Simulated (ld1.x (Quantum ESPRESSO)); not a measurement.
# Scattering properties, RRKJ potential for C (Z = 6)

- Element: carbon
- Generator: ld1.x (Quantum ESPRESSO) 7.5
- Type: norm-conserving RRKJ (Kleinman–Bylander form)
- Functional: revPBE
- Relativity: scalar-relativistic
- Frozen core: [He]
- Valence charge: 4
- Reference configuration: 2s2 2p2
- Partial waves: 2p (bound): rc 1.80 bohr; 3d channel at 0.35 Ry: rc 1.80 bohr; 2s (bound): rc 1.20 bohr
- Local potential: the s channel
- Core correction: a·sin(br)/r model core inside 1.00 bohr
- rho0: 0.02

The phase is arctan(r·u′/u) with u = r·R(r), unwrapped; energies in Ry, scanned from -3 to 5 Ry. A pole is an energy at which the radial function vanishes at the test radius. The pseudo phase is shifted by a multiple of π to meet the all-electron one at the reference energy, and phase errors are pseudo minus all-electron; the curves can meet again beyond the range given. Levels narrower than the energy grid can be missing from the lists of poles.

Q: For each channel, where are the poles, and over which energies does the pseudopotential scatter like the atom?

A:

```
channel  radius (bohr)  reference energy (Ry)  poles, all-electron  poles, pseudo  unbroken range about the reference energy with phases within 0.05 rad  phase error 1 Ry above the reference energy (rad)
      s           1.94                  -1.01                 0.29           0.29                                                              below 3.7                                             -0.001
      p           1.94                  -0.38                 0.80           0.81                                                              below 3.0                                             +0.004
      d           1.94                   0.35                 none           none                                                        the whole range                                             +0.000
```

Phases in the p channel:

| E (Ry) | all-electron | pseudo |
| --- | --- | --- |
| -3.00 | 1.234 | 1.234 |
| -2.52 | 1.189 | 1.190 |
| -2.04 | 1.121 | 1.122 |
| -1.56 | 1.000 | 1.001 |
| -1.08 | 0.722 | 0.724 |
| -0.60 | -0.109 | -0.108 |
| -0.12 | -1.085 | -1.084 |
| 0.36 | -1.430 | -1.427 |
| 0.84 | -1.582 | -1.577 |
| 1.32 | -1.677 | -1.669 |
| 1.80 | -1.755 | -1.742 |
| 2.28 | -1.834 | -1.813 |
| 2.76 | -1.931 | -1.894 |
| 3.24 | -2.074 | -2.002 |
| 3.72 | -2.325 | -2.170 |
| 4.20 | -2.825 | -2.466 |
| 4.68 | -3.557 | -3.005 |
